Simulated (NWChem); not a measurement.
CNO, doublet; SMILES [N]=C=O

Results from NWChem. Spin-unrestricted. The state is orbitally degenerate and is run as one real component. The geometry was optimised at PBE0-D3(BJ)/def2-TZVP, spin-unrestricted. No stability test was run on the SCF state. Solvent water, SMD (1 M gas to 1 M solution), gas-phase geometry. Reactions with the solvent are ignored.

```tsv
level	basis functions	solvation free energy (kcal/mol)	cavity-dispersion-structure term (kcal/mol)	dipole in solution (D)
M06-2X/3-21G	27	0.8	4.7	0.79
M06-2X/pcseg-1	42	1.3	4.7	0.83
M06-2X/aug-pcseg-1	69	1.8	4.7	0.85
M06-2X/pcseg-2	90	1.6	4.7	0.85
M06-2X/def2-TZVPP	93	1.8	4.7	0.85
M06-2X/def2-QZVP	171	1.8	4.7	0.83
```
